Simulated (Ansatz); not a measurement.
C2H4O2Si can be A, `C=C1O[SiH2]O1`, or B, `O=C1CO[SiH2]1`.

Gas-phase electronic energies from Ansatz, PBE0-D4/def2-TZVP geometries. CBS: MP2 limit from def2 TZ/QZ plus the TZ coupled-cluster correction, frozen cores. DFT in def2-TZVPP. B3LYP here is the variant with VWN-RPA as its local correlation; programs differ in this.

(1) Which isomer does CCSD(T)/CBS put lower? Give the gap. (Best estimate.)

(2) Give E(B) − E(A) in kcal/mol with PBE0-D4, B3LYP-D4, ωB97M-V, B3LYP, B2PLYP, BLYP-D4, CCSD/def2-TZVPP. (An estimate is asked.)

(3) Does the order hold for the free energy at 298.15 K (harmonic terms from PBE0-D4)? (Best estimate.)

Largest T1 diagnostic: 0.015.

Results:

(1) Computed: A, by 26.4 kcal/mol.

(2) Computed: PBE0-D4 24.7, B3LYP-D4 24.5, ωB97M-V 26.1, B3LYP 24.7, B2PLYP 25.6, BLYP-D4 22.2, CCSD/def2-TZVPP 26.3. None reverses the order clearly.

(3) The calculation gave: Yes: G(B) − G(A) = +25.2 kcal/mol.

From r2SCAN to r2SCAN0 (25 % exact exchange), in def2-TZVPP and without D4, E(B) − E(A) moves by +1.5 kcal/mol. Leaving LDA and LC-ωPBE aside and taking each functional with its dispersion term where it has one, the values, not all of them listed here, spread over 6.7 kcal/mol, from revPBE-D4 to r2SCAN0-D4. LDA lies +4.1 kcal/mol from PBE without D4.
